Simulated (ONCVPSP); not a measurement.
## W (Z = 74): one change to an ONCV potential, before and after

tungsten (W), optimised norm-conserving Vanderbilt (ONCV), made with ONCVPSP 4.0.1 (PBE, scalar-relativistic). Core [Kr] 4d10 4f14, reference 5s2 5p6 5d4 6s1 (charge +1). Waves: 5s+6s: rc 1.45 bohr, ncon 4, nbas 9, qcut 7.1 1/bohr, 3 projectors, debl 1.2 Ha; 5p: rc 1.45 bohr, ncon 4, nbas 7, qcut 7.8 1/bohr, 2 projectors, debl 1.7 Ha; 5d: rc 2.15 bohr, ncon 4, nbas 9, qcut 6.1 1/bohr, 1 projector. Local part: polynomial inside 1.10 bohr (lpopt 5, dvloc0 0 Ha). Core correction: Teter function, fcfact 4, rcfact 1.05.

In the p channel the program set the typed energies aside and used -1.864, 0.250 Ha.

All-electron outer shells of the reference configuration (PBE, scalar-relativistic, ld1.x):

| shell | level (eV) | outermost node (bohr) | outermost maximum (bohr) |
| --- | --- | --- | --- |
| 5s | -86.56 | 0.53 | 0.96 |
| 5p | -50.72 | 0.57 | 1.09 |
| 4f | -40.69 | – | 0.43 |
| 6s | -12.18 | 1.28 | 2.58 |
| 5d | -11.73 | 0.63 | 1.49 |

Change: core correction Teter function, fcfact 4, rcfact 1.96.

Cutoffs: the cutoffs (Ha) at which the residual kinetic energy of the hardest occupied pseudo-wave falls to 1 and 0.1 mHa per electron; they do not see the model core or the augmentation charge, which bear on the density cutoff. Errors are all-electron minus pseudo energies relative to the spin-unpolarised reference configuration.

Q: How do hardness, ghosts and transferability respond?

A: The potential gets neither clearly harder nor softer (26 Ha and 32 Ha → 26 Ha and 32 Ha); of the 4 tests that both files solve, the error grows in 4 and shrinks in 0 by more than 15 % and 0.3 meV (median size 2.0 → 43.7 meV); neither file shows a bound ghost. A model core, the more so a compact one, raises the density cutoff, which this test does not measure.

| quantity | base | changed |
| --- | --- | --- |
| cutoff, loose | 26 Ha | 26 Ha |
| cutoff, tight | 32 Ha | 32 Ha |
| bound ghosts | none | none |
| GHOST(+) flags under 300 eV | s at 259.9 eV | s at 259.9 eV |
| error for 5s2 5p6 5d4 6s2, meV [ΔE -8.88 eV] | +4.6 | -16 |
| error for 5s2 5p6 5d4 6s0, meV [ΔE 15.68 eV] | -0.6 | -55 |
| error for 5s2 5p6 5d3 6s0, meV [ΔE 41.06 eV] | +0.5 | -219 |
| error for 5s2 5p6 5d3 6s2, meV [ΔE -0.05 eV] | +3.5 | -32 |
| s: phases at 1.47 bohr within 0.05 rad from the reference energy up to (Ha; the scan ends near 5) | to the end of the scan | to the end of the scan |
| p: phases at 1.47 bohr within 0.05 rad from the reference energy up to (Ha; the scan ends near 5) | 4.8 | 4.8 |
| d: phases at 2.19 bohr within 0.05 rad from the reference energy up to (Ha; the scan ends near 5) | 1.6 | 1.6 |
| rms error of d²Exc/dni dnj with the model core, mHa | 3.40 | 4.81 |
